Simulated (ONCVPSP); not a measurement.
Configuration tests for Rh (Z = 45) (ONCV)

ONCVPSP 4.0.1 input, shortened (lines: element, Z, core and valence counts, functional; n l f; lmax; l rc ep ncon nbas qcut; lloc lpopt rc5 dvloc0; l nproj debl; icmod fcfact rcfact), PBE, scalar-relativistic:

```
  Rh 45.00    6    5        4      upf
    1    0    2.00
    2    0    2.00
    2    1    6.00
    3    0    2.00
    3    1    6.00
    3    2   10.00
    4    0    2.00
    4    1    6.00
    4    2    8.00
    5    0    0.75
    5    1    0.25
    2
    0    1.30    0.00    4    7    8.50
    1    2.20    0.00    4    7    7.80
    2    1.90    0.00    4    8    8.70
    4    1    1.25    1.00
    0    2    0.30
    1    2    3.00
    2    3    2.30
    1    0.60    0.00
```

Energies are relative to the spin-unpolarised reference configuration 4s2 4p6 4d8 5s0.75 5p0.25; without spin polarisation the order of configurations can differ from experiment. Not all tests gave a result: 1 of 4 tests not solved or not reliable.

```csv
valence configuration,charge,ΔE all-electron (eV),error AE − PS (meV)
4s2 4p6 4d8 5s1 5p0,0,-0.869,+0.2
4s2 4p6 4d8 5s0 5p0,+1,6.592,-1.1
4s2 4p6 4d8 5s0 5p1,0,2.735,-0.4
```
